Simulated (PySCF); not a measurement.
**Cd+: excitation energy**

Cd+ [Kr] 4d10 5s1 (2S) → Cd+ [Kr] 4d9 5s1 5p1 (high-spin determinant), as a difference of total energies. Computed with PySCF 2.14 in ANO-RCC-VTZP (7s6p4d2f1g, 68 functions), with scalar relativity by spin-free X2C-1e. Correlated levels: valence: [Kr] frozen. The calculations carry no spin-orbit coupling.

| method | excitation energy (eV) |
| --- | --- |
| UHF | 12.341 |
| MP2 (valence) | 13.857 |
| SCS-MP2 (valence) | 13.806 |
| CCSD (valence) | 13.543 |
| CCSD(T) (valence) | 13.614 |

Q: How much does correlation contribute at CCSD(T) (valence)?

A: 13.614 − (12.341) = 1.273 eV, measured against UHF.

A first-order spin-orbit estimate (lowest level to lowest level, LS coupling) adds -0.170 eV.

The basis was made for the ground configuration and has no added diffuse functions, so the excitation energy can come out too high.

The determinant of the upper state mixes LS terms, which raises its energy above the lowest term, most at the Hartree-Fock and MP2 levels.
